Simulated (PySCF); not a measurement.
Structure problem from calculated spectra and properties.

Formula: C5H9ClO2.

| Quantity | Value |
| --- | --- |
| Rotational structure | rotational constants A, B, C: 3.281, 0.824, 0.776 GHz [GFN2-xTB] |
| 1H NMR | chemical shifts (computed TMS as zero) by class: 3.58 (1 H), 3.56 (1 H), 3.52 (3 H), 2.58 (1 H), 1.31 (3 H) ppm [GIAO PBE0/pcSseg-1] |
| 13C NMR | chemical shifts (computed TMS as zero) by class: 184.5 (1 C), 82.1 (1 C), 58.8 (1 C), 53.3 (1 C), 24.3 (1 C) ppm [GIAO PBE0/pcSseg-1] |
| NMR, other nuclei | isotropic shieldings of nuclei other than C and H, by class: -257 (1 O), 288 (1 O), 423 (1 Cl) ppm [GIAO PBE0/pcSseg-1] |
| Triplet | lowest triplet excitation (Tamm–Dancoff): 4.54 eV [TDA PBE0/def2-SVPD] |
| Polarisability | 84.0 au [PBE0/def2-SVPD] |
| Dipole | 2.32 D [PBE0/def2-SVPD] |
| UV, first state | lowest singlet excitation: 5.06 eV (245 nm, f = 0.005) [TDDFT PBE0/def2-SVPD] |

Electronic properties: PySCF, gas phase, density fitting. Levels stand in brackets. Isolated species at its GFN2-xTB geometry (one conformer only). NMR classes are plain means over equivalent atoms (diastereotopic ones count apart unless rotation or inversion swaps them), as if these changed places fast.

Question: What is the compound? Reason from the data.

Answer: Numbering: `[CH3:1][O:2][C@@H:3]([CH3:4])[CH2:5][C:6](=[O:7])[Cl:8]`. Its formula, C5H9ClO2, gives 1 degree of unsaturation: 0 rings and 1 π bond in the structure found. 5 carbons fall into 5 classes; from least to most shielded: acyl halide carbon [C6] (184.5 ppm), sp3 carbon bound to oxygen [C3] (82.1 ppm), methoxy carbon [C1] (58.8 ppm), sp3 carbon next to a carbonyl [C5] (53.3 ppm), methyl carbon [C4] (24.3 ppm). Hydrogen classes from least to most shielded: 1 H on an sp3 carbon next to a carbonyl, C5 (3.58 ppm), 1 H on an sp3 carbon bound to oxygen, C3 (3.56 ppm), 3 H on a methoxy carbon, C1 (3.52 ppm, a mean of values up to 0.7 ppm apart in this geometry), 1 H on an sp3 carbon next to a carbonyl, C5 (2.58 ppm), 3 H on a methyl carbon, C4 (1.31 ppm). The other shieldings belong to: -257 ppm, carbonyl oxygen [O7]; 288 ppm, ether oxygen [O2]; 423 ppm, chlorine bonded to C [Cl8]. The optimised geometry has point group C1 and is an asymmetric top. Structure: `CO[C@@H](C)CC(=O)Cl`. Computed isomers that give other values at the same levels: `CC(C)(Cl)CC(=O)O` (13C chemical shifts (computed TMS as zero) by class: 176.3 (1 C), 70.7 (1 C), 49.8 (1 C), 32.3 (2 C) ppm); `COC[C@@H](C)C(=O)Cl` (13C chemical shifts (computed TMS as zero) by class: 188.2 (1 C), 78.7 (1 C), 61.4 (1 C), 56.6 (1 C), 17.0 (1 C) ppm); `COC(=O)[C@H](C)CCl` (13C chemical shifts (computed TMS as zero) by class: 182.8 (1 C), 54.1 (1 C), 52.9 (1 C), 49.1 (1 C), 18.6 (1 C) ppm). The assignments are read from this structure; whether some other isomer fits the data as well wasn't checked. The mirror image fits equally.

Conformer computed: `[CH3:1][O:2][C@@H:3]([CH3:4])[CH2:5][C:6](=[O:7])[Cl:8]`: C1–O2–C3–C4 159°, O2–C3–C5–C6 167°, C3–C5–C6–O7 -50°.
